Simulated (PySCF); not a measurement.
Si(Cl)2(OH)2 (Cl2H2O2Si), SMILES O[Si](O)(Cl)Cl.

The structure is a stationary point at PBE0-D3(BJ)/def2-SVP. One conformer was computed; it need not be the lowest.

Two levels are set side by side: PBE/def2-TZVP (PySCF) and r2SCAN/def2-TZVP (PySCF). Same geometry, gas phase. Differences are taken from unrounded values.

```csv
quantity,PBE
orbital gap (eV),6.88
highest occupied level (eV),-7.70
lowest empty level (eV),-0.81
dipole moment (D),1.92
mean polarisability (bohr³),53.2
```

Question: These are the PBE values. What does r2SCAN give? (Estimate from the structure and the level; the computed values follow.)

Answer: 
| quantity | r2SCAN | PBE minus r2SCAN |
|---|---|---|
| orbital gap (eV) | 7.88 | -1.00 |
| highest occupied level (eV) | -8.11 | 0.41 |
| lowest empty level (eV) | -0.23 | -0.58 |
| dipole moment (D) | 1.99 | -0.06 |
| mean polarisability (bohr³) | 51.4 | 1.9 |

Rough cost on one machine, each run with all the roots and properties that it gave: r2SCAN against PBE about 3 times.
